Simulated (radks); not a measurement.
The numbers below are computed, except where a source is named.
Valence configurations of Ar+ (all share [Ne]). Level of theory: non-relativistic Kohn-Sham, LDA (Slater exchange, Perdew-Wang correlation), spin-polarised, spherical densities, point nucleus; open shells are filled with parallel spins first (a radial shooting solver on a logarithmic mesh with Libxc functionals). Energies are relative to 3s2 3p5; eigenvalues in eV for spin up.

| valence | E (eV) | moment (Bohr magnetons) | e(3p) | e(3s) |
|---|---|---|---|---|
| 3s2 3p5 | 0.000 | 1 | -22.657 | -36.865 |
| 3s1.5 3p5.5 | 7.068 | 1 | -22.951 | -37.214 |
| 3s1 3p6 | 14.145 | 1 | -23.243 | -37.558 |

NIST lists [Ne] 3s2 3p5 as the ground configuration; this level of theory agrees among the configurations tried. The energies are those of spherical high-spin densities, not of single terms.
